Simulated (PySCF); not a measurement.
Si(H)2(OMe)(PH2) (CH7OPSi), SMILES CO[SiH2]P.

The structure is a stationary point at B3LYP-D3(BJ)/def2-SVP. Other conformers were not sampled.

All values below come from PBE/def2-TZVP (PySCF).

- total energy: -748.02639 hartree
- highest occupied level: -6.21 eV
- lowest empty level: -0.77 eV
- orbital gap: 5.43 eV
- dipole moment: 0.40 D
- quadrupole, principal values (traceless, Buckingham form, about the centre of nuclear charge): -6.54, 0.26, 6.28 D·Å
- mean static polarisability: 71.7 bohr³ (10.62 Å³)
- polarisability, principal values: 61.3, 70.3, 83.4 bohr³
